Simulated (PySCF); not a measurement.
A made-up structure of AlH3SeO, singlet:

```
6
angstrom
O 0.1735 0.2713 -0.4549
Al -0.8537 -1.0538 -0.2168
Se 1.1427 1.1764 1.4347
H -1.5720 -1.7694 -1.3492
H 0.3561 0.6432 -1.3320
H 0.4587 0.1841 2.2763
```

It is relaxed with PBE-D4/def2-SVP and then PBE0-D4/def2-TZVP (PySCF 2.14 with density fitting (its default auxiliary sets; JK sets also for MP2 and CCSD(T))). Atoms count as bonded within 1.22 times the sum of their covalent radii (H–H: 0.88 Å). The end point is not checked to be a true minimum.

Does its bonding change? (A judgement: the text doesn't fix the answer.)

The calculation gives: Yes. Formed: Al2–Se3; broken: none.

Where it ends: The first stage lowers the energy by 4.45 eV in 29 steps. It ends as AlH₃SeO ([OH][AlH][SeH]):
```xyz
6
angstrom
O 0.5087 0.8085 -1.3736
Al -0.1763 -0.1904 -0.1933
Se 0.5160 0.2525 1.9637
H -1.2073 -1.3355 -0.5335
H 0.3183 0.7418 -2.3074
H -0.3416 -0.8305 2.4658
```

Labels in which every atom is bracketed show which atoms are joined, not bond orders.

For scale, one of the runs: PBE0-D4/def2-TZVP relaxation, 134 basis functions, launched by `OMP_NUM_THREADS=2 python run.py`. The run took 51 s on 2 CPU threads of a Oxide Virtual Turin-like (shared host), with 1.2 GiB of host memory at its peak.
